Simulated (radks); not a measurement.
All-electron atom: Xe XVI in [Kr] 4d3 (the NIST ground configuration). Method: scalar-relativistic Kohn-Sham, r2SCAN, spin-unpolarised, spherical densities, finite nucleus; meta-GGA in the generalised Kohn-Sham scheme; Fermi nuclear charge, rms radius 4.7859 fm; computed with a radial shooting solver on a logarithmic mesh with Libxc functionals.

Normalised radial functions P(r) = r R(r), r in bohr:

r	3d	4s	4p
0.001351	0.0000	0.0934	0.0025
0.001731	0.0000	0.1147	0.0039
0.002218	0.0001	0.1400	0.0060
0.002865	0.0002	0.1705	0.0093
0.003672	0.0003	0.2039	0.0144
0.004705	0.0006	0.2403	0.0221
0.006029	0.0012	0.2776	0.0338
0.007788	0.0025	0.3131	0.0521
0.009981	0.0049	0.3384	0.0783
0.01279	0.0096	0.3459	0.1160
0.01639	0.0186	0.3239	0.1684
0.021	0.0356	0.2593	0.2376
0.02713	0.0681	0.1365	0.3260
0.03477	0.1244	-0.0387	0.4203
0.04455	0.2203	-0.2512	0.5038
0.05709	0.3744	-0.4522	0.5425
0.07375	0.6138	-0.5615	0.4854
0.0945	0.9295	-0.4770	0.2900
0.1211	1.3033	-0.1555	-0.0501
0.1552	1.6658	0.3319	-0.4605
0.2005	1.9092	0.7632	-0.7716
0.2569	1.8980	0.7944	-0.7383
0.3292	1.6004	0.2827	-0.2629
0.4218	1.1061	-0.5755	0.5078
0.5449	0.5863	-1.3016	1.2032
0.6983	0.2369	-1.4181	1.3902
0.8948	0.0662	-0.9974	1.0607
1.147	0.0116	-0.4575	0.5417
1.481	0.0010	-0.1221	0.1673
1.898	0.0000	-0.0185	0.0305
2.432	0.0000	-0.0013	0.0028

3d: eigenvalue -999.88 eV, 0 radial nodes, <r> = 0.279 bohr, 90 % of the charge inside 0.436 bohr. 4s: eigenvalue -510.35 eV, 3 radial nodes at r = 0.0331, 0.132, 0.359 bohr, <r> = 0.679 bohr, 90 % of the charge inside 0.967 bohr. 4p: eigenvalue -448.86 eV, 2 radial nodes at r = 0.117, 0.360 bohr, <r> = 0.709 bohr, 90 % of the charge inside 1.02 bohr.
